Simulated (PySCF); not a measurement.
WBr4, SMILES [Br][W]([Br])([Br])[Br] (connectivity only; charge and spin as stated), neutral, multiplicity 3. Atoms are numbered in the order given.

```xyz
5

W      0.0000     0.0000     0.0000
Br     1.3967     1.3967    -1.3967
Br    -1.3967     1.3967     1.3967
Br    -1.3967    -1.3967    -1.3967
Br     1.3967    -1.3967     1.3967
```
Charge 0, spin multiplicity 3.

The structure is a stationary point at B3LYP-D3(BJ)/def2-SVP. The spin state was assumed, not searched. The def2 effective core potentials stand for the cores of W; spin–orbit coupling is left out.

The numbers are results of ωB97X/def2-TZVP in PySCF, not measurements.

ESP charges are fitted to the potential on shells at 1.4 to 2.0 van der Waals radii. Atomic charges (e):

```tsv
atom	Löwdin	ESP fit	Mulliken	Mulliken spin
W1	[?]	0.12	0.93	1.75
Br2	[?]	-0.03	-0.23	0.06
Br3	[?]	-0.03	-0.23	0.06
Br4	[?]	-0.03	-0.23	0.06
Br5	[?]	-0.03	-0.23	0.06
```

Question: What belongs in the gaps? (The exact figures need the calculation; the answer reports its results.)

Answer: 
- W1, Löwdin: -0.50
- Br2, Löwdin: 0.13
- Br3, Löwdin: 0.13
- Br4, Löwdin: 0.13
- Br5, Löwdin: 0.13
